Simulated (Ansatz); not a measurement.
Relaxation of AlCl₃ (4 atoms, charge 0, multiplicity 1), to a largest force component of 0.02 eV/Å in at most 40 steps.

The calculation used Ansatz, RKS PBE0-D4/def2-SVP.

```xyz
4
Properties=species:S:1:pos:R:3
Al 0.000 0.000 0.000
Cl 0.000 0.000 2.230
Cl 1.931 0.000 -1.115
Cl -1.931 0.000 -1.115
```

Task: Where does it end, and by what steps?

Result: The run converged. After 3 steps the energy has fallen by 0.547 eV; Cl2 moved furthest, 0.15 Å.

| step | energy less start (eV) | largest force component (eV/Å) | accepted |
| --- | --- | --- | --- |
| 0 | 0.0000 | 2.153 | yes |
| 1 | -0.5345 | 0.390 | yes |
| 2 | -0.5460 | 0.110 | yes |
| 3 | -0.5469 | 0.006 | yes |

```xyz
4
Properties=species:S:1:pos:R:3
Al 0.000 0.000 0.000
Cl 0.000 0.000 2.078
Cl 1.800 0.000 -1.039
Cl -1.800 0.000 -1.039
```

Time of the run: 6.3 s on 2 threads of Arm Neoverse V1, with other jobs on the host, peak memory 0.14 GiB.
